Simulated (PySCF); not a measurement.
SMILES C=[CH][Ga]([CH3])[O]C (C4H9GaO), GFN2-xTB optimised geometry.

```
15

Ga    -0.81     0.48     0.00
C     -2.15     2.03     0.00
H     -2.82     1.92     0.85
H     -2.75     1.99    -0.91
H     -1.65     2.99     0.05
C      1.23     0.48     0.00
C      1.92    -0.65    -0.03
H      1.75     1.43     0.03
H      3.00    -0.69    -0.04
H      1.41    -1.61    -0.06
O     -1.62    -1.05     0.00
C     -1.99    -2.40     0.01
H     -1.31    -2.99     0.62
H     -3.00    -2.50     0.43
H     -2.00    -2.80    -1.01
```

Density from PBE0/def2-TZVP (PySCF 2.14.0) at that geometry.

Minimum of the electron density along straight lines between bonded atoms, close to the bond critical point (lines longer than 1.1 times the sum of covalent radii, or with two minima, are not listed):

```csv
bond,length / Å,ρ at the minimum / e bohr⁻³,∇²ρ there / e bohr⁻⁵,position (fraction from the first atom)
Ga1–C2,2.044,0.101,0.13,0.47
C2–H3,1.091,0.272,-0.90,0.64
C2–H4,1.091,0.272,-0.90,0.64
C2–H5,1.090,0.274,-0.92,0.64
Ga1–C6,2.043,0.101,0.15,0.47
C6–C7,1.324,0.356,-1.10,0.50
C6–H8,1.087,0.281,-0.98,0.64
C7–H9,1.083,0.284,-1.01,0.64
C7–H10,1.083,0.286,-1.02,0.65
Ga1–O11,1.725,0.141,0.93,0.49
O11–C12,1.406,0.254,-0.46,0.65
C12–H13,1.093,0.283,-0.99,0.64
C12–H14,1.094,0.283,-1.00,0.64
C12–H15,1.094,0.283,-1.00,0.64
```
